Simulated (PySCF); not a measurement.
HOSi, neutral, multiplicity 2. Atoms are numbered in the order given.

```xyz
3

Si    -0.0159     0.6751     0.0000
O      0.1158    -0.9918     0.0000
H     -0.7042    -1.5172     0.0000
```
Charge 0, spin multiplicity 2.

Geometry optimised at PBE-D3(BJ)/def2-TZVPD.

Method: PySCF with CAM-B3LYP/def2-TZVPD.

Mulliken values depend strongly on the basis, most of all with diffuse functions as here. Atomic charges (e):

| atom | Mulliken | meta-Löwdin | Mulliken spin |
|---|---|---|---|
| Si1 | 0.08 | 0.34 | 0.98 |
| O2 | -0.42 | -0.69 | 0.02 |
| H3 | 0.34 | 0.35 | 0.00 |
